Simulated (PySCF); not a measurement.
# Deuteron quadrupole couplings in `C[P@](=O)(O)c1ccccc1`

Species: C₇H₉O₂P.
Atom-mapped SMILES: `[CH3:1][P@:2](=[O:3])([OH:4])[c:5]1[cH:6][cH:7][cH:8][cH:9][cH:10]1` (hydrogens: H11, H12, H13 on C1; H14 on O4; H15 on C6; H16 on C7; H17 on C8; H18 on C9; H19 on C10)

Geometry (PBE0-D3(BJ)/def2-SVP, Å), atoms numbered from 1 in this order:
```xyz
19
C7H9O2P angstrom
C      2.5860    0.8019   -0.2585
P      1.6806   -0.5656    0.4842
O      2.0726   -0.9313    1.8730
O      1.9413   -1.7126   -0.6507
C     -0.0854   -0.1855    0.3460
C     -0.7978    0.0719    1.5217
C     -2.1554    0.3806    1.4581
C     -2.8035    0.4249    0.2242
C     -2.0980    0.1554   -0.9494
C     -0.7411   -0.1517   -0.8907
H      2.4032    1.7061    0.3381
H      3.6580    0.5610   -0.2290
H      2.2732    0.9732   -1.2976
H      1.6662   -2.5766   -0.3165
H     -0.2716    0.0149    2.4781
H     -2.7120    0.5830    2.3763
H     -3.8685    0.6656    0.1756
H     -2.6109    0.1795   -1.9139
H     -0.1884   -0.3805   -1.8060
```

Level: PBE0/pcSseg-1 (PySCF, non-relativistic); Q(2H) = 0.00286 b; rigid geometry, the same for H and D, with no vibrational averaging.

Problem. Rank these positions by the coupling χzz of a deuteron there, largest first.
A. H18 (aromatic hydrogen)
B. H14 (hydroxyl hydrogen)
C. H13 (methyl hydrogen)

Solution. B (309 kHz), A (204 kHz), C (199 kHz).

Problem. Tabulate Vzz, the asymmetry η and χzz = 234.96 MHz × Q × Vzz for every hydrogen position.

Solution. 
```json
{"atom": "H11", "bonded to": "C1", "bond length (Å)": "1.099", "Vzz (au)": "0.2943", "η": "0.02", "χzz (kHz)": "198"}
{"atom": "H12", "bonded to": "C1", "bond length (Å)": "1.099", "Vzz (au)": "0.2941", "η": "0.02", "χzz (kHz)": "198"}
{"atom": "H13", "bonded to": "C1", "bond length (Å)": "1.099", "Vzz (au)": "0.2954", "η": "0.02", "χzz (kHz)": "199"}
{"atom": "H14", "bonded to": "O4", "bond length (Å)": "0.966", "Vzz (au)": "0.4595", "η": "0.10", "χzz (kHz)": "309"}
{"atom": "H15", "bonded to": "C6", "bond length (Å)": "1.093", "Vzz (au)": "0.2943", "η": "0.05", "χzz (kHz)": "198"}
{"atom": "H16", "bonded to": "C7", "bond length (Å)": "1.093", "Vzz (au)": "0.3030", "η": "0.06", "χzz (kHz)": "204"}
{"atom": "H17", "bonded to": "C8", "bond length (Å)": "1.093", "Vzz (au)": "0.3026", "η": "0.06", "χzz (kHz)": "203"}
{"atom": "H18", "bonded to": "C9", "bond length (Å)": "1.093", "Vzz (au)": "0.3033", "η": "0.07", "χzz (kHz)": "204"}
{"atom": "H19", "bonded to": "C10", "bond length (Å)": "1.093", "Vzz (au)": "0.2988", "η": "0.07", "χzz (kHz)": "201"}
```

Problem. Average by the element that carries the hydrogen.

Solution. on C: 200 kHz over 8 positions, mean bond length 1.095 Å; on O: 309 kHz over 1 position, mean bond length 0.966 Å.

Problem. Give the 2H NMR doublet splittings at H18 for a magnetic field along the z, y and x axes of the gradient: 3χ/2, 3χ(1 + η)/4, 3χ(1 − η)/4.

Solution. With |χ| = 203.8 kHz and η = 0.066: 306, 163 and 143 kHz, to first order and without motion.

Isolated species at its PBE0-D3(BJ)/def2-SVP geometry (one conformer only). The basis is small and wasn't made for field gradients, so the couplings can be 20 % off.
